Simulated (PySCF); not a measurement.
Geometry (Å), atoms numbered from 1 in this order:
```xyz
15

F     2.5078   -1.1870    0.7066
C     2.6434   -0.2407   -0.2230
F     3.7683    0.4063   -0.0161
O     1.6150    0.7183   -0.0717
C     0.3584    0.3810    0.0699
C    -0.6113    1.3580    0.3240
C    -1.9196    0.9497    0.4730
C    -2.2359   -0.4174    0.3663
C    -1.2230   -1.2948    0.1096
O     0.0341   -0.8904   -0.0386
H     2.6430   -0.7032   -1.2269
H    -0.3042    2.3893    0.4007
H    -2.6967    1.6732    0.6734
H    -3.2488   -0.7678    0.4838
H    -1.3348   -2.3666    0.0045
```

Total charge +1.

Geometry: GFN2-xTB; GIAO absolute shieldings from PySCF, gas phase, non-relativistic, averaged over equivalent atoms.

At LC-wPBE/pcSseg-1 (195 basis functions, 82 s wall time on 1 thread of an Arm Neoverse N1, shared host):
```csv
atoms,σ (ppm)
F1/F3,274.5
C5,9.9
C7,10.9
C9,19.0
C8,59.1
C6,65.6
C2,66.5
O10,26.9
O4,110.2
H13,22.02
H15,22.67
H14,23.33
H12,23.55
H11,24.19
```

Question: Predict the values at KT3/def2-SVPD on the same geometry.

Answer: 
```tsv
atoms	σ at KT3/def2-SVPD	change
F1/F3	273.4	-1.1
C5	40.1	+30.2
C7	47.7	+36.8
C9	47.0	+28.0
C8	80.1	+21.0
C6	85.5	+19.9
C2	77.3	+10.8
O10	64.4	+37.5
O4	118.7	+8.5
H13	23.01	+0.99
H15	23.16	+0.49
H14	23.86	+0.53
H12	24.17	+0.62
H11	24.21	+0.02
```

The largest change is at O10 (aromatic ring oxygen). Cost: 252 basis functions, 87 s wall time on 1 thread of an Arm Neoverse N1, shared host. The order of the carbon signals changes between the two levels.
